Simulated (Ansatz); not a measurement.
Calculated with Ansatz (gas phase, PBE0-D4/def2-TZVP geometries, no zero-point term in ΔE). CCSD(T)/CBS adds triple-zeta CCSD(T) − MP2 to the extrapolated MP2 energy (def2 sets, frozen cores). This one scheme is used for every species. DFT in def2-TZVPP. One conformer a species, not always the lowest.

Consider the ligand exchange at a B–C bond: `O=CB(F)[SiH3]` + CH₃NH₂ → `CNB(F)[SiH3]` + `C=O`.

```
       level  ΔE (kJ/mol)
      PBE-D4       -154.6
     ωB97M-V       -154.0
         PBE       -152.2
HF/CBS(def2)       -148.8
```

What does CCSD(T)/CBS give? (An estimate is asked.)

Computed: -152.0 kJ/mol. The listed levels differ from it by -2.6, -2.0, -0.2, 3.2 kJ/mol.

Largest T1 diagnostic among the species: 0.015.

In def2-TZVPP, CCSD(T) changes the Hartree–Fock value by −4.0 kJ/mol (the triples alone add −0.8 kJ/mol) and MP2 by −9.4 kJ/mol. The D4 term adds −3.7 kJ/mol with B3LYP and −2.1 kJ/mol with PBE0; it sums over pairs of atoms, weighted by their polarisabilities, and B3LYP, whose exchange is more repulsive, gets the larger term.

B3LYP here is the variant with VWN-RPA as its local correlation; programs differ in this.
